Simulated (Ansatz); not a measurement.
Ideal-gas functions of B2ClH4NO (`BOB(N)Cl`) at 600 K and 1 bar, from an Ansatz frequency run at PBE0-D4/def2-TZVP.

Molar mass 91.12 g/mol, point group Cs (symmetry number 1), electronic degeneracy 1, moments of inertia 97.981, 142.684, 240.652 u Å². Harmonic wavenumbers (cm⁻¹, unscaled): 17, 208, 251, 324, 421, 481, 565, 617, 623, 864, 1017, 1061, 1157, 1260, 1365, 1438, 1626, 2573, 2664, 3636, 3747.

Use S(trans) = R[1.5 ln M + 2.5 ln T − 1.1517]; rotational temperatures θ = 24.2544 K / I; S(rot) = R[ln(√π/σ · √(T³/θAθBθC)) + 1.5]; for each mode x = 1.438777 ν̃/T, S = R[x/(eˣ − 1) − ln(1 − e⁻ˣ)] and H = RT x/(eˣ − 1); 1 cm⁻¹ = 0.0119627 kJ/mol; R = 8.31446 J/(mol·K).

Q: By hand: the entropy, in J/(mol·K).

A: Translation 179.7. Rotation: θ = 0.2475, 0.17, 0.1008 K, giving 119.7. Vibration, mode by mode: 34.92, 14.18, 12.66, 10.62, 8.58, 7.57, 6.40, 5.78, 5.71, 3.60, 2.70, 2.48, 2.07, 1.70, 1.39, 1.21, 0.84, 0.12, 0.10, 0.01, 0.01, in all 122.7. Electronic 0.0. Sum 422.1 J/(mol·K).

Q: By hand: H − E and G − E in kJ/mol, counted from the electronic energy.

A: Zero-point energy ½ × 25915 × 0.0119627 = 155.0; thermal vibration 35.1; translation, rotation and pV give 4 RT = 20.0. H − E = 210.1 kJ/mol, and G − E = 210.1 − 600 × 422.1/1000 = -43.2 kJ/mol.

Vibration gives 29 % of the entropy, 34.9 J/(mol·K) of it from the mode under 150 cm⁻¹: soft modes count most, and the harmonic formula is weakest for them. The sum counts one conformer and one mirror image; others add a mixing term.
